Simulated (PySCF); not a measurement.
# Working out the ionisation energy of Sr

Sr [Kr] 5s2 (1S) → Sr⁺ [Kr] 5s1 (2S). All numbers are calculated (PySCF 2.14, scalar relativity through the core potential, in def2-QZVPPD with the def2 core potential (28 electrons) (7s5p4d3f, 63 functions)). Frozen: nothing. Energies in hartree (1 hartree = 27.21139 eV):

```json
{"part": "UHF", "Sr (lower)": "-30.347157", "Sr⁺ (upper)": "-30.172847"}
{"part": "MP2 opposite-spin", "Sr (lower)": "-0.178780", "Sr⁺ (upper)": "-0.153842"}
{"part": "MP2 same-spin", "Sr (lower)": "-0.060560", "Sr⁺ (upper)": "-0.055141"}
```

Task: What does Hartree-Fock give?

Result: (-30.172847) − (-30.347157) = 0.174310 hartree = 4.743 eV.

Task: What do MP2 and SCS-MP2 (6/5 opposite-spin, 1/3 same-spin) give?

Result: The opposite-spin parts differ by 0.679 eV and the same-spin parts by 0.147 eV. MP2: 4.743 + (0.679) + (0.147) = 5.569 eV. SCS-MP2: 4.743 + 1.2 × (0.679) + (0.147)/3 = 5.607 eV.

Measured between the centres of the two terms (NIST): 5.695 eV, so MP2 (valence and next inner shell) is off by -0.126 eV.

What remains against the reference includes basis incompleteness and correlation beyond second order.
